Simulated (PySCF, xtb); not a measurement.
C4H5BO2, SMILES C(#C)B(C(C)=O)O.

xtb with GFN2-xTB at its own geometry gives an orbital gap of 3.03 eV and a dipole moment of 4.45 D.

Geometry: r2SCAN-D4/def2-SVP. The structure was generated by enumeration, and PubChem lists no compound with its InChIKey, so it may never have been made. The values are those of a single conformer.

Problem. What does PySCF with ωB97X/def2-TZVP give? (An estimate is asked for; the answer gives what the named calculation found.)

Solution. gap 9.98 eV (levels -9.31 and 0.67 eV), dipole 3.56 D.
